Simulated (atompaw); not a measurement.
## copper (Cu) PAW (atompaw): all-electron and pseudo phase curves

Cu, PAW, made with atompaw 4.2.0.5 (PBEsol, scalar-relativistic). Core [Ne] 3s2, reference 3p6 3d10 4s0.5 4p0 (charge +0.5). Waves: 4s (bound): rc 2.20 bohr; 4s channel at 0.9 Ry: rc 2.20 bohr; 3p (bound): rc 1.00 bohr; 4p (bound, empty): rc 1.70 bohr; 3d (bound): rc 1.25 bohr; 3d channel at 4.05 Ry: rc 1.25 bohr. Local part: bessel scheme, radius 2.00 bohr. Core correction: smooth core density matched at 1.15 bohr. Augmentation charge: besselshape compensation charge, radius 1.75 bohr; PAW radius 2.20 bohr; waves and projectors: custom rrkj gramschmidtortho.

The phase is arctan(r·u′/u) with u = r·R(r), unwrapped; energies in Ry, scanned from -8 to 5 Ry. A pole is an energy at which the radial function vanishes at the test radius. The pseudo phase is shifted by a multiple of π to meet the all-electron one at the reference energy, and phase errors are pseudo minus all-electron; the curves can meet again beyond the range given. Levels narrower than the energy grid can be missing from the lists of poles.

```tsv
channel	radius (bohr)	reference energy (Ry)	poles, all-electron	poles, pseudo	unbroken range about the reference energy with phases within 0.05 rad	phase error 1 Ry above the reference energy (rad)
s	2.21	-0.59	2.25	2.25	the whole range	-0.000
p	2.21	-0.24	-5.56, 3.53	-5.56, 3.56	the whole range	+0.001
d	2.21	-0.67	-0.47	-0.47	the whole range	+0.002
```

Phases in the p channel:

```json
{"E (Ry)": "-8.00", "all-electron": "1.401", "pseudo": "1.401"}
{"E (Ry)": "-7.76", "all-electron": "1.398", "pseudo": "1.398"}
{"E (Ry)": "-7.52", "all-electron": "1.394", "pseudo": "1.395"}
{"E (Ry)": "-7.28", "all-electron": "1.391", "pseudo": "1.391"}
{"E (Ry)": "-7.04", "all-electron": "1.387", "pseudo": "1.387"}
{"E (Ry)": "-6.80", "all-electron": "1.382", "pseudo": "1.382"}
{"E (Ry)": "-6.56", "all-electron": "1.377", "pseudo": "1.377"}
{"E (Ry)": "-6.32", "all-electron": "1.370", "pseudo": "1.370"}
{"E (Ry)": "-6.08", "all-electron": "1.359", "pseudo": "1.359"}
{"E (Ry)": "-5.84", "all-electron": "1.336", "pseudo": "1.336"}
{"E (Ry)": "-5.60", "all-electron": "-1.167", "pseudo": "-1.166"}
{"E (Ry)": "-5.36", "all-electron": "-1.744", "pseudo": "-1.744"}
{"E (Ry)": "-5.12", "all-electron": "-1.766", "pseudo": "-1.766"}
{"E (Ry)": "-4.88", "all-electron": "-1.778", "pseudo": "-1.778"}
{"E (Ry)": "-4.64", "all-electron": "-1.787", "pseudo": "-1.787"}
{"E (Ry)": "-4.40", "all-electron": "-1.796", "pseudo": "-1.796"}
{"E (Ry)": "-4.16", "all-electron": "-1.804", "pseudo": "-1.804"}
{"E (Ry)": "-3.92", "all-electron": "-1.813", "pseudo": "-1.813"}
{"E (Ry)": "-3.68", "all-electron": "-1.823", "pseudo": "-1.823"}
{"E (Ry)": "-3.44", "all-electron": "-1.834", "pseudo": "-1.834"}
{"E (Ry)": "-3.20", "all-electron": "-1.846", "pseudo": "-1.846"}
{"E (Ry)": "-2.96", "all-electron": "-1.859", "pseudo": "-1.859"}
{"E (Ry)": "-2.72", "all-electron": "-1.874", "pseudo": "-1.874"}
{"E (Ry)": "-2.48", "all-electron": "-1.891", "pseudo": "-1.891"}
{"E (Ry)": "-2.24", "all-electron": "-1.911", "pseudo": "-1.911"}
{"E (Ry)": "-2.00", "all-electron": "-1.934", "pseudo": "-1.934"}
{"E (Ry)": "-1.76", "all-electron": "-1.963", "pseudo": "-1.962"}
{"E (Ry)": "-1.52", "all-electron": "-1.997", "pseudo": "-1.997"}
{"E (Ry)": "-1.28", "all-electron": "-2.040", "pseudo": "-2.040"}
{"E (Ry)": "-1.04", "all-electron": "-2.096", "pseudo": "-2.095"}
{"E (Ry)": "-0.80", "all-electron": "-2.169", "pseudo": "-2.169"}
{"E (Ry)": "-0.56", "all-electron": "-2.271", "pseudo": "-2.271"}
{"E (Ry)": "-0.32", "all-electron": "-2.418", "pseudo": "-2.418"}
{"E (Ry)": "-0.08", "all-electron": "-2.636", "pseudo": "-2.636"}
{"E (Ry)": "0.16", "all-electron": "-2.954", "pseudo": "-2.953"}
{"E (Ry)": "0.40", "all-electron": "-3.350", "pseudo": "-3.350"}
{"E (Ry)": "0.64", "all-electron": "-3.728", "pseudo": "-3.726"}
{"E (Ry)": "0.88", "all-electron": "-4.008", "pseudo": "-4.007"}
{"E (Ry)": "1.12", "all-electron": "-4.199", "pseudo": "-4.197"}
{"E (Ry)": "1.36", "all-electron": "-4.328", "pseudo": "-4.327"}
{"E (Ry)": "1.60", "all-electron": "-4.420", "pseudo": "-4.418"}
{"E (Ry)": "1.84", "all-electron": "-4.487", "pseudo": "-4.486"}
{"E (Ry)": "2.08", "all-electron": "-4.540", "pseudo": "-4.538"}
{"E (Ry)": "2.32", "all-electron": "-4.581", "pseudo": "-4.580"}
{"E (Ry)": "2.56", "all-electron": "-4.615", "pseudo": "-4.614"}
{"E (Ry)": "2.80", "all-electron": "-4.644", "pseudo": "-4.643"}
{"E (Ry)": "3.04", "all-electron": "-4.669", "pseudo": "-4.668"}
{"E (Ry)": "3.28", "all-electron": "-4.692", "pseudo": "-4.690"}
{"E (Ry)": "3.52", "all-electron": "-4.712", "pseudo": "-4.710"}
{"E (Ry)": "3.76", "all-electron": "-4.730", "pseudo": "-4.728"}
{"E (Ry)": "4.00", "all-electron": "-4.747", "pseudo": "-4.745"}
{"E (Ry)": "4.24", "all-electron": "-4.764", "pseudo": "-4.761"}
{"E (Ry)": "4.48", "all-electron": "-4.781", "pseudo": "-4.777"}
{"E (Ry)": "4.72", "all-electron": "-4.797", "pseudo": "-4.793"}
{"E (Ry)": "4.96", "all-electron": "-4.814", "pseudo": "-4.809"}
```
